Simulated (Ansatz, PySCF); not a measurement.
Reaction (SMILES): F[SiH2][SiH3] -> [SiH2][SiH3] + F atom (the F-Si bond at the site shown breaks; other sites are not compared here)
Geometries: B3LYP-D3(BJ)/def2-TZVP minima from Ansatz (a first-principles code).

Quantity: bond dissociation energy (0 K, with B3LYP-D3(BJ) harmonic zero-point energies from PySCF), in eV. Cores are frozen in the correlated levels unless marked. UHF or UKS for open shells. Spin-orbit coupling is left out. Non-relativistic. CBS marks a two-point X^-3 extrapolation of the correlation energy; Hartree-Fock from the larger set. The bracket is a focal-point correction in the basis named.

```
level                 program  bond dissociation energy (eV)
--------------------  -------  -----------------------------
HF/cc-pV(T+d)Z         Ansatz                           4.61
PBE/def2-TZVPD         Ansatz                           6.19
B2GP-PLYP/def2-TZVPD   Ansatz                           6.21
PBE-QIDH/def2-TZVPD    Ansatz                           6.11
MP2/cc-pV(T+d)Z        Ansatz                           6.44
SCS-MP2/STO-3G         Ansatz                           3.84
```

Predict the RI-MP2/CBS(cc-pV(T+d)Z,cc-pV(Q+d)Z)+[CCSD(T)-MP2]/cc-pV(T+d)Z result (Ansatz).

6.36 eV, so SCS-MP2/STO-3G differs from it by -2.52 eV.
